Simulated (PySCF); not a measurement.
Isomers C5H8ClF3Si:

A. `InChI=1S/C5H8ClF3Si/c1-3-10-4(2,6)5(7,8)9/h3H,1,10H2,2H3/t4-/m0/s1`
B. `FC(F)(F)[SiH2]C1(Cl)CCC1`
C. `Cl/C=C(\C)[C@@H]([SiH3])C(F)(F)F`
D. `C/C(=C/Cl)[C@@H]([SiH3])C(F)(F)F`

Spectrum 1. ¹H NMR (500 MHz, computed): δ 6.72 (m, 1H), 6.69 (m, 1H), 6.39 (m, 1H), 4.78 (m, 1H), 4.65 (m, 1H), 1.75 (s, 3H). ¹³C{¹H} NMR (computed): δ 148.1 (CH2), 136.9 (CH), 136.8 (C), 59.6 (C), 22.8 (CH3).

Spectrum 2. ¹H NMR (500 MHz, computed): δ 6.01 (s, 1H), 4.00 (d, 3H), 3.63 (m, 1H), 2.09 (s, 3H). ¹³C{¹H} NMR (computed): δ 141.0 (C), 136.9 (C), 125.3 (CH), 37.2 (CH), 21.4 (CH3).

Spectrum 3. ¹H NMR (500 MHz, computed): δ 4.26 (m, 2H), 2.86 (m, 2H), 2.75 (m, 2H), 2.09 (m, 1H), 2.08 (m, 1H). ¹³C{¹H} NMR (computed): δ 138.7 (C), 53.6 (C), 38.7 (CH2), 15.2 (CH2).

Spectrum 4. ¹H NMR (500 MHz, computed): δ 6.39 (s, 1H), 4.03 (d, 3H), 2.41 (m, 1H), 2.05 (s, 3H). ¹³C{¹H} NMR (computed): δ 139.1 (C), 136.7 (C), 128.9 (CH), 40.6 (CH), 21.5 (CH3).

[PySCF 2.14: geometry from GFN2-xTB; PBE0/pcSseg-1 with gauge-including orbitals; averaged over atoms made equivalent by symmetry, fast rotation or ring inversion; non-relativistic Hamiltonian; a single conformation; no solvent model]

References, each an isolated molecule treated in the same way: ¹H, ¹³C vs TMS. Splittings of carbon signals by F and P are missing where no couplings were computed. Where no couplings were computed, multiplicities follow the n + 1 count of equivalent neighbours, and m marks all less simple cases (inequivalent or close neighbours, rings, F or P nearby). Shifts are as computed. Against solution values, carbons near 30 ppm lie about +3 ppm off and those near 130 ppm about +5 ppm; carbons on Cl a further +6 ppm. Of 1309 compounds with measured shifts, 239 miss one by over three times the rms of a fit or turn the order of signals round; such compounds aren't used in these exercises. Carbons bonded to Cl come out too deshielded.

Problem. Match each spectrum to its structure.

Solution. 1–A, 2–D, 3–B, 4–C.

- Spectrum 1 (A): 5 ¹³C signals; δC 148.1 is a terminal =CH2 carbon; δC 136.9 is an alkene CH.
- Spectrum 2 (D): 5 ¹³C signals; δC 141.0 is a fully substituted alkene carbon; δC 136.9 is a CF3 carbon.
- Spectrum 3 (B): 4 ¹³C signals; δC 138.7 is a CF3 carbon; δC 53.6 is a fully substituted sp3 carbon bonded to Cl and Si.
- Spectrum 4 (C): 5 ¹³C signals; δC 139.1 is a fully substituted alkene carbon; δC 136.7 is a CF3 carbon.
